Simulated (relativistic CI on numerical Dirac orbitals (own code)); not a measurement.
**d4 in a ligand field**

Computed with a parametric ligand-field model of a d^n configuration (Racah B and C, spin-orbit zeta, crystal field), exact diagonalisation.

Field parameters in Wybourne normalisation: Oh B⁴₀ = 21Dq, B⁴₄ = √(5/14) B⁴₀. The field is a parameter set, without covalency.

**Question.** Ground term and bands for B = 520, C = 2330, ζ = 0 cm⁻¹, Oh, 10Dq = 8650 cm⁻¹?

**Answer.** Ground term 5E with 1.00 electrons in the two orbitals of the cubic e set. Spin-allowed: 5T2 8650 cm⁻¹ (1156 nm). Lowest spin-forbidden: 3T1 4950 cm⁻¹ (2020 nm), 1T2 11217 cm⁻¹ (892 nm), 1E 11848 cm⁻¹ (844 nm).

**Question.** Ground term and bands for B = 580, C = 2850, ζ = 0 cm⁻¹, Oh, 10Dq = 32650 cm⁻¹?

**Answer.** Ground term 3T1 with 0.02 electrons in the two orbitals of the cubic e set. Spin-allowed: 3E 29915 cm⁻¹ (334 nm), 3T1 30649 cm⁻¹ (326 nm), 3T2 31370 cm⁻¹ (319 nm), 3A1 32160 cm⁻¹ (311 nm). Lowest spin-forbidden: 1T2 8227 cm⁻¹ (1216 nm), 1E 8913 cm⁻¹ (1122 nm), 5E 15540 cm⁻¹ (644 nm).

**Question.** Ground term and bands for B = 350, C = 1510, ζ = 0 cm⁻¹, Oh, 10Dq = 16050 cm⁻¹?

**Answer.** Ground term 3T1 with 0.02 electrons in the two orbitals of the cubic e set. Spin-allowed: 3E 14621 cm⁻¹ (684 nm), 3T1 15001 cm⁻¹ (667 nm), 3T2 15411 cm⁻¹ (649 nm), 3A1 15982 cm⁻¹ (626 nm). Lowest spin-forbidden: 1T2 4460 cm⁻¹ (2242 nm), 1E 4921 cm⁻¹ (2032 nm), 5E 6792 cm⁻¹ (1472 nm).

**Question.** A d4 ion in Oh symmetry has the ground term 3T1 and bands at 1T2 7443 cm⁻¹ (1344 nm), 1E 8034 cm⁻¹ (1245 nm), 1A1 17618 cm⁻¹ (568 nm), 3E 37067 cm⁻¹ (270 nm), 3T1 37686 cm⁻¹ (265 nm), 3T2 38364 cm⁻¹ (261 nm), 3A1 39184 cm⁻¹ (255 nm). Which parameters reproduce them?

**Answer.** B = 550, C = 2460, ζ = 0 cm⁻¹, Oh, 10Dq = 39550 cm⁻¹.

**Question.** Ground term and bands for B = 310, C = 1500, ζ = 0 cm⁻¹, Oh, 10Dq = 7000 cm⁻¹?

**Answer.** Ground term 5E with 1.00 electrons in the two orbitals of the cubic e set. Spin-allowed: 5T2 7000 cm⁻¹ (1429 nm). Lowest spin-forbidden: 3T1 1736 cm⁻¹, 1T2 5794 cm⁻¹ (1726 nm), 1E 6196 cm⁻¹ (1614 nm).
